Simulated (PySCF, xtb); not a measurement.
1-chloro-1,3-difluorobuta-1,2-diene (C₄H₃ClF₂), SMILES CC(F)=C=C(F)Cl.

xtb with GFN2-xTB at its own geometry gives an orbital gap of 4.59 eV and a dipole moment of 2.95 D.

The structure is a stationary point at B3LYP-D3(BJ)/def2-SVP.

Problem. What does ωB97X/def2-TZVP run with PySCF give? (The exact figures need the calculation; the answer reports its results.)

Solution. gap 11.45 eV (levels -10.12 and 1.33 eV), dipole 2.35 D.
